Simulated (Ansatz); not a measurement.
The cluster H₂Au₃⁺, relaxed as a singlet with RKS PBE-D4/def2-TZVP in Ansatz, starting from the GFN1-xTB geometry. Force threshold 0.02 eV/Å.

In the def2 sets Au takes a core potential; there is no spin–orbit coupling. The structure comes from a short search, and lower isomers may exist.

Start:

Cartesian coordinates in Å:
```
Au 0.2772 0.3729 0.5543
Au -0.7877 -0.7882 -1.3041
Au 1.4845 1.3847 2.3101
H 0.1917 -1.7723 -1.8683
H -1.1657 0.8029 0.3080
```

```json
{"step": "1", "energy (eV)": "-11108.4017", "largest force component (eV/Å)": "2.576", "SCF passes": "20"}
{"step": "2", "energy (eV)": "-11109.0362", "largest force component (eV/Å)": "0.592", "SCF passes": "28"}
{"step": "3", "energy (eV)": "-11109.2259", "largest force component (eV/Å)": "0.744", "SCF passes": "28"}
{"step": "4", "energy (eV)": "-11109.3474", "largest force component (eV/Å)": "0.672", "SCF passes": "27"}
{"step": "5", "energy (eV)": "-11109.4789", "largest force component (eV/Å)": "0.578", "SCF passes": "27"}
{"step": "6", "energy (eV)": "-11109.6436", "largest force component (eV/Å)": "0.655", "SCF passes": "27"}
{"step": "7", "energy (eV)": "-11109.8804", "largest force component (eV/Å)": "0.909", "SCF passes": "26"}
{"step": "8", "energy (eV)": "-11110.1536", "largest force component (eV/Å)": "0.619", "SCF passes": "25"}
{"step": "9", "energy (eV)": "-11110.1950", "largest force component (eV/Å)": "1.243", "SCF passes": "25"}
{"step": "10", "energy (eV)": "-11110.2939", "largest force component (eV/Å)": "0.670", "SCF passes": "25"}
{"step": "11", "energy (eV)": "-11110.3956", "largest force component (eV/Å)": "0.280", "SCF passes": "26"}
{"step": "12", "energy (eV)": "-11110.4048", "largest force component (eV/Å)": "0.418", "SCF passes": "25"}
{"step": "13", "energy (eV)": "-11110.4466", "largest force component (eV/Å)": "0.114", "SCF passes": "24"}
{"step": "14", "energy (eV)": "-11110.4701", "largest force component (eV/Å)": "0.085", "SCF passes": "25"}
{"step": "15", "energy (eV)": "-11110.4742", "largest force component (eV/Å)": "0.021", "SCF passes": "19"}
{"step": "16", "energy (eV)": "-11110.4752", "largest force component (eV/Å)": "0.007", "SCF passes": "18"}
```

Force components are those of the run's own axes.

End:

```xyz
5

Au   -0.039   -0.077    0.070
Au   -1.096   -1.658   -1.775
Au    0.805    1.077    2.301
H     0.318   -0.853   -1.518
H     0.012    1.511    0.922
```

Bonds formed: Au1–H4, Au3–H5 (atoms count from 1).

No frequencies were taken in this run, so the end may be a saddle point.

Run time 32 s (2 threads of Intel Xeon Platinum 8375C on a shared host).
